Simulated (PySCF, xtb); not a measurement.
C₄H₅N₂, SMILES c1cnc[nH+]c1, charge +1.

Harmonic wavenumbers (cm⁻¹) from GFN2-xTB in xtb at its own minimum, in rising order: 235, 360, 590, 625, 664, 746, 852, 898, 929, 944, 994, 1072, 1083, 1098, 1168, 1208, 1228, 1273, 1379, 1433, 1523, 1563, 3065, 3070, 3075, 3114, 3296.

Q: What does TPSSh-D3(BJ)/def2-SVP (PySCF) give at its own minimum? (The exact figures need the calculation; the answer reports its results.)

A: 315, 407, 612, 671, 686, 792, 882, 967, 1013, 1015, 1040, 1068, 1085, 1125, 1216, 1285, 1348, 1397, 1482, 1555, 1633, 1675, 3202, 3216, 3233, 3243, 3505. Paired by order, the mean absolute difference is 81 cm⁻¹ and the zero-point energies are 53.6 and 56.7 kcal/mol.
